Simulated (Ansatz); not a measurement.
Basis-set extrapolation for Al2FH7Si2 (`[F][AlH][SiH2][SiH2][AlH2]`) (PBE0-D4/def2-TZVP geometry, frozen core, Ansatz). Multiplicity 1, RHF reference.

```csv
,def2-TZVPP,def2-QZVPP
HF,-1165.365293,-1165.402506
MP2 correlation,-0.662230,-0.717246
CCSD(T) correlation,-0.755300,not run
```

Energies in hartree. Use E(X) = E(∞) + A·exp(−7.88·√X) for Hartree–Fock and E(X) = E(∞) + B·X^(−2.97) for correlation, with X = 3 and 4, and add CCSD(T) minus MP2 of the smaller set to the MP2 limit.

**Question.** What is the CCSD(T) energy at the basis-set limit?

**Answer.** HF limit: -1165.402506 + (-0.037213) × 0.13774 = -1165.40763. MP2 limit: -0.717246 + (-0.055016) × 0.74074 = -0.75800. Higher-order term: -0.755300 − (-0.662230) = -0.09307. Total: -1166.25870 hartree, 362.6 kJ/mol below CCSD(T)/def2-TZVPP.
